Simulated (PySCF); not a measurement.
**As⁺ (arsenic, charge +1): UHF calculation**

Configuration: [Ar] 3d10 4s2 4p2, high-spin 3P determinant. Computed with PySCF 2.14 in x2c-TZVPall (6s5p4d1f, 48 functions), with scalar relativity by spin-free X2C-1e.

```
Total energy                                                  : -2258.663367 hartree
One-electron energy                                           : -3134.3435 hartree
Hartree (Coulomb) energy                                      : 958.1730 hartree
Exchange energy                                               : -82.4929 hartree
⟨S²⟩                                                          : 2.0089
⟨L²⟩                                                          : 2.026
Sum of ⟨r⟩                                                    : 21.66 bohr
Sum of ⟨r²⟩                                                   : 30.60 bohr²
Traceless quadrupole moment −½Σ⟨3z² − r²⟩ along its main axis : 2.57 e·bohr²
Langevin diamagnetic susceptibility                           : -24.2 ×10⁻⁶ cm³/mol
Time after the integrals                                      : 0.17 s of wall time on 1 thread of Intel(R) Xeon(R) Platinum 8488C (shared host)
```

```
shell  electrons  mean orbital energy (hartree)  spread (hartree)  rms radius, mean of both spins (bohr)
 1s α          1                     -439.31893                 0                                 0.0524
 1s β          1                     -439.31235                 0                                 0.0524
 2s α          1                      -58.14676                 0                                  0.219
 2s β          1                      -58.14417                 0                                  0.219
 2p α          3                      -50.85747           0.00222                                  0.196
 2p β          3                      -50.85068           0.00640                                  0.196
 3s α          1                       -8.65408                 0                                  0.639
 3s β          1                       -8.64242                 0                                  0.639
 3p α          3                       -6.31423           0.00215                                  0.667
 3p β          3                       -6.29801           0.02085                                  0.667
 3d α          5                       -2.44371           0.01253                                  0.749
 3d β          5                       -2.43580           0.02097                                  0.749
 4s α          1                       -1.12001                 0                                   2.06
 4s β          1                       -0.93287                 0                                   2.06
 4p α          2                       -0.67646                 0                                   2.52
```

Densities and radii are taken from the X2C orbitals without a picture-change correction, which distorts them close to the nucleus.
